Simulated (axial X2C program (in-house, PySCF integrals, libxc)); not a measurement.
# SPmS²⁺: the levels of the configuration f(δφ)1 f(π)0

Calculated with an axial X2C code built on PySCF integrals: two-component X2C with atomic mean-field Coulomb and Gaunt terms, basis S dyall-v2z, Pm dyall-v2z (cores contracted in-house). Orbitals come from Hartree–Fock averaged over the configuration Pm f(δφ)1 f(π)0; CI then distributes these electrons over the f(δφ), f(π) shells of Pm.

S–Pm–S held linear, both bonds 2.208 Å (near the minimum of the configuration average).

Lowest levels of this model:

```tsv
Ω	energy (cm⁻¹)	g∥	configuration
5/2	0	4.16	100% f(δφ)1
7/2	6401	8.00	100% f(δφ)1
3/2	7685	2.22	100% f(δφ)1
5/2	16289	5.84	100% f(δφ)1
```

g∥ is the magnitude of 2⟨Lz + ge Sz⟩ for the +Ω component.

Task: From Ω and g∥ of the lowest level, whose 2⟨Lz + ge Sz⟩ is positive, find ⟨Sz⟩ and ⟨Lz⟩ (ge = 2.0023).

Result: Ω = ⟨Lz⟩ + ⟨Sz⟩ = 5/2 and ⟨Lz⟩ + ge⟨Sz⟩ = 2.080, so ⟨Sz⟩ = -0.42 and ⟨Lz⟩ = 2.92.

Occupations of the active spinors in the lowest level by ω, shell by shell in order of energy: -7/2: 0.00; -5/2: 0.00 0.00; -3/2: 0.00 0.00; -1/2: 0.00; 1/2: 0.00; 3/2: 0.00 0.00; 5/2: 0.99 0.01; 7/2: 0.00. The leading determinant has weight 0.99 among 2.

This point took 2 s on 1 thread of Arm Neoverse V2 (shared host).

Dynamic correlation is missing, so gaps between terms are too wide and other configurations may lie lower; the lowest level listed is that of this model, not necessarily the ground state. At most 6 roots were kept for each Ω > 0 (twice that for Ω = 0) within 3.5 eV of the lowest, so higher up levels can be missing between those listed; levels with Ω > 0 are doubly degenerate and listed once, Ω = 0 levels singly. States that fill the shells left empty in the average are placed too high. Along the bond the averaged SCF switches between close solutions, so this one may not be the lowest. The molecule was held linear; bending was not examined.
